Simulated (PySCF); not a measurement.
## IrS₂⁺, triplet: computed properties

Method: PySCF, UPBE, basis Ir def2-SVP with ECP60, S def2-SVP (scalar-relativistic core potentials, no spin–orbit coupling, density fitting).

The structure is a higher-order saddle point with 2 imaginary modes (one degenerate set).

```xyz
3
charge 1 multiplicity 3, angstrom
Ir    0.0000    0.0000    0.0000
S     0.0000    0.0000    2.1441
S     0.0000    0.0000   -2.1441
```

| Property | Result |
| --- | --- |
| Point group | D∞h |
| Bond lengths | Ir–S 2.144 Å (×2) |
| Bond angles | S–Ir–S 180.0° |
| Spin squared ⟨S²⟩ | 2.017 |
| Principal quadrupole moments (Buckingham, traceless) about the centre of mass | -5.36, -5.36, 10.73 D Å |
| Highest occupied level (α) | -13.23 eV |
| Rotational constants | 0.05735 cm⁻¹ |
| Zero-point energy (real modes) | 5.2 kJ/mol |
| Dipole moment about the centre of mass | 0.00 D |
| Lowest empty level (β) | -13.08 eV |
| Principal polarisabilities | 40.6, 40.6, 138.0 bohr³ |

Harmonic modes (masses in u: Ir 192.963, S 31.972):
| symmetry | ω (cm⁻¹) | IR (km/mol, summed over degenerate members) | type |
| --- | --- | --- | --- |
| πu | 290i | – | bend |
| σu+ | 403 | 14.0 | stretch |
| σg+ | 469 | 0.0 | stretch |

In D∞h the vibrations span πu + σu+ + σg+. The σg+ mode carries no infrared intensity, as symmetry demands. With a centre of inversion only u modes can be infrared active and only g modes Raman active.

Charges (e):
```csv
atom,Mulliken,Löwdin,polar tensor,spin (Mulliken),Mayer order to Ir1
Ir1,0.53,0.05,1.65,2.09,–
"S2,3",0.23,0.47,-0.33,-0.04,1.59
```
Other Mayer orders above 0.3: S–S 1.21.

Mulliken populations on Ir1 (electrons outside its core potential): s 2.80, p 6.30, d 7.33, f 0.03.

Other isomers or separated fragments may lie lower. Other spin states or occupations of the open shell can lie lower. At this level a triplet minimum of C2v symmetry lies 127 kJ/mol below this structure. With an element this heavy the missing spin–orbit coupling can shift these numbers.

The final relaxation and frequency run took about 40 core-seconds on a shared host.
